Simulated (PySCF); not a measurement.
## Dipole response of Bi (bismuth, neutral)

[Xe] 4f14 5d10 6s2 6p3, high-spin 4S determinant. Calculation: PySCF 2.14, in aug-cc-pwCVTZ-DK3 with one added diffuse shell each of s, d, f type (12s10p9d6f1g, 138 functions); the spin-free X2C one-electron Hamiltonian (Gaussian nucleus). Coupled (time-dependent) response in atomic units; α is the mean over directions.

```
method  mean α (bohr³)  C₆ (like pair)  S(−4)
   UHF           49.94           604.8  675.8
```

S(−4) is the Cauchy moment in α(ω) = α(0) + S(−4) ω² + …

Reference α: 48 ± 4 bohr³ (recommended; Schwerdtfeger and Nagle, table of static dipole polarizabilities (2023 update)). Published C₆: 513.0 (Gould and Bucko (2016)).

α(iu) at UHF:

| u (hartree) | α(iu) (bohr³) |
| --- | --- |
| 0 | 49.94 |
| 0.0500 | 48.32 |
| 0.100 | 44.23 |
| 0.200 | 34.00 |
| 0.300 | 25.55 |
| 0.500 | 15.44 |
| 0.750 | 9.580 |
| 1.00 | 6.710 |
| 1.50 | 4.034 |
| 2.00 | 2.786 |
| 3.00 | 1.599 |
| 5.00 | 0.7321 |

Spin-orbit coupling, which splits the p, d and f shells strongly at this Z, is absent. Spin-orbit coupling is strong in this species (close to jj coupling), so the high-spin LS determinant is a model state, not a physical level.
